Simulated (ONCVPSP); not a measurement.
# Which change was made? (In, ONCV)

- Element: indium
- Generator: ONCVPSP 4.0.1
- Type: optimised norm-conserving Vanderbilt (ONCV)
- Functional: BLYP
- Relativity: scalar-relativistic
- Frozen core: [Kr] 4d10
- Valence charge: 3
- Reference configuration: 5s1 5p2
- Partial waves: 5s: rc 2.15 bohr, ncon 4, nbas 7, qcut 2.5 1/bohr, 2 projectors, debl 0.4 Ha; 5p: rc 2.00 bohr, ncon 5, nbas 8, qcut 4.6 1/bohr, 2 projectors, debl 2 Ha
- Local potential: polynomial inside 1.75 bohr (lpopt 5, dvloc0 0 Ha)
- Core correction: polynomial model core, fcfact 0.45

Cutoffs, loose and tight: the cutoffs (Ha) at which the residual kinetic energy of the hardest occupied pseudo-wave falls to 1 and 0.1 mHa per electron. They do not see the model core or the augmentation charge, which bear on the density cutoff. Test errors are all-electron minus pseudo excitation energies from the reference, over the configurations 5s2 5p1; 5s2 5p0; 5s1 5p0; 5s1 5p1; variants that change the core or the reference have their own tests.

The base gives: outcome: generated; cutoff, loose: 33 Ha; cutoff, tight: 46 Ha; bound ghosts: p; GHOST(+) flags above zero: s; largest test error (meV): -80.

Q: After one change the result is: outcome: generated; cutoff, loose: 33 Ha; cutoff, tight: 46 Ha; bound ghosts: s, p; GHOST(+) flags above zero: p; largest test error (meV): -82. Which change was it?
A. functional revPBE
B. p: ncon 3, nbas 6
C. local potential polynomial inside 1.25 bohr (lpopt 5, dvloc0 0 Ha)

A: C. The others give: functional revPBE → outcome: generated; cutoff, loose: 33 Ha; cutoff, tight: 46 Ha; bound ghosts: p; GHOST(+) flags above zero: s; largest test error (meV): -106 | p: ncon 3, nbas 6 → outcome: generated; cutoff, loose: 19 Ha; cutoff, tight: 25 Ha; bound ghosts: none; GHOST(+) flags above zero: s, p; largest test error (meV): -78.
